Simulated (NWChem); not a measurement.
System: C$_{2}$H$_{5}$O$_{2}$ cation; SMILES COC=[OH+]

Here is an NWChem input.

```
start job
memory heap 200 mb stack 900 mb global 1100 mb
charge 1
geometry units angstroms noautosym nocenter noautoz
  C      0.506920    -1.441673    -0.001315
  O     -0.670048    -0.543997    -0.000925
  C     -0.584536     0.717998    -0.000307
  O      0.479057     1.433804     0.000557
  H      1.079175    -1.272782     0.913594
  H      0.076027    -2.439881    -0.006768
  H      1.084897    -1.265457    -0.911255
  H     -1.522233     1.271776    -0.000484
  H      1.333558     0.951483     0.001001
end
basis spherical
  * library def2-svp
end
dft
  xc pbe0
  iterations 150
end
cosmo
  do_cosmo_smd true
  solvent acetone
end
task dft energy
```

Coordinates come from a B3LYP/6-31G* (spherical d) optimisation. Solvent: acetone.

Level: PBE0/def2-SVP with SMD (1 M gas to 1 M solution), gas-phase geometry. Reactions with the solvent are ignored.

Q: Predict the main results of this run. (PBE0/def2-SVP, SMD on the gas-phase geometry.) Quantities: solvation free energy (kcal/mol); cavity-dispersion-structure term (kcal/mol).

A: 
* **solvation free energy (kcal/mol)**: -64.4
* **cavity-dispersion-structure term (kcal/mol)**: 0.4
